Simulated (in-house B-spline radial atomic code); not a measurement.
## Ionising the titanium ion Ti¹¹⁺ with different functionals

Computed with a B-spline radial code for spherical atoms: non-relativistic Hamiltonian, point nucleus, spin-polarised at highest spin, spherical fractional occupations for the functionals. The ionisation energy is the difference of two self-consistent energies, [Ne] 3s1 → [He] 2s2 2p6, without Breit or QED terms; ε is the level of the shell that loses the electron (its least bound occupied spin orbital).

```csv
method,rung,ΔSCF (eV),-ε(3s) (eV)
HF fractional,Hartree-Fock,289.41,289.46
PBE,GGA,291.35,279.69
OLYP,GGA,291.23,279.70
BLYP,GGA,291.88,279.98
B97-1,global hybrid,290.37,281.56
BHandHLYP,global hybrid,291.25,285.08
LC-wPBE,range-separated hybrid,291.39,285.43
```

Task: Among the functionals, which spreads more, the ΔSCF values or the orbital energies?

Result: The orbital energies: ΔSCF values span about 1.50 eV and the orbital energies 5.74 eV.

Task: How do they compare with the NIST value?

Result: NIST lists 291.50 eV ± 0.005 (semi-empirical, ground level to ground level). Errors run from -2.09 to +0.38 eV; LC-wPBE is closest (-0.11 eV), but part of that can be cancellation, since the calculations leave out relativity, Breit-QED terms.
